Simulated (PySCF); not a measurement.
C5H7F3OSi.
Z-matrix (Å and degrees, PBE0-D3(BJ)/def2-SVP geometry), rows numbered from 1:
```
F 
C   1  1.3457
F   2  1.3188  1  108.35
F   2  1.3394  1  106.03  3  -116.19
O   2  1.3299  1  112.40  3   120.32
C   5  1.4419  2  116.20  1    56.53
C   6  1.4984  5  108.74  2   163.20
C   7  1.3405  6  118.76  5   132.50
C   8  1.5055  7  119.82  6    -1.19
Si  9  1.8989  8  102.39  7    -9.22
H   6  1.1054  5  107.92  2    43.93
H   7  1.0947  6  118.80  5   -49.02
H   8  1.0958  7  120.47  6   177.91
H   9  1.1024  8  111.71  7  -131.77
H   9  1.1043  8  111.07  7   110.05
H  10  1.4915  6  113.85  5   109.92
H  10  1.4903  6  110.22  5   -14.63
```

The closed-shell ground state was solved at several levels (PySCF, density fitting, gas phase, non-relativistic).

| level | basis functions | total energy (Eh) | HOMO (eV) | LUMO (eV) | gap (eV) | dipole (D) |
| --- | --- | --- | --- | --- | --- | --- |
| PBE0/pcSseg-1 | 212 | -858.2092 | -7.64 | -0.23 | 7.41 | 3.08 |
| CAM-B3LYP/def2-SVPD | 272 | -858.3081 | -8.98 | 0.85 | 9.83 | 3.23 |

Estimate the row for wB97X-D/pcSseg-1, a basis of 212 functions; the other rows only guide the guess.

Total energy -858.7427 Eh, HOMO -9.49 eV, LUMO 1.60 eV, gap 11.09 eV, dipole 3.12 D.

Over all these levels, which gives the widest orbital gap and which the narrowest?

wB97X-D/pcSseg-1 (range-separated hybrid) has the widest, 11.09 eV, and PBE0/pcSseg-1 (global hybrid, 25 % exact exchange) the narrowest, 7.41 eV. The two share the basis. From the narrowest to the widest the HOMO moves by -1.85 eV and the LUMO by +1.83 eV.

How far do the dipole and the HOMO energy spread over the levels?

The dipole runs from 3.08 to 3.23 D (mean 3.14 D) and the HOMO from -9.49 to -7.64 eV.

One conformer stands for the species.

Note: wB97X-D ran without an empirical dispersion term, which enters the total energy and its gradient alone.
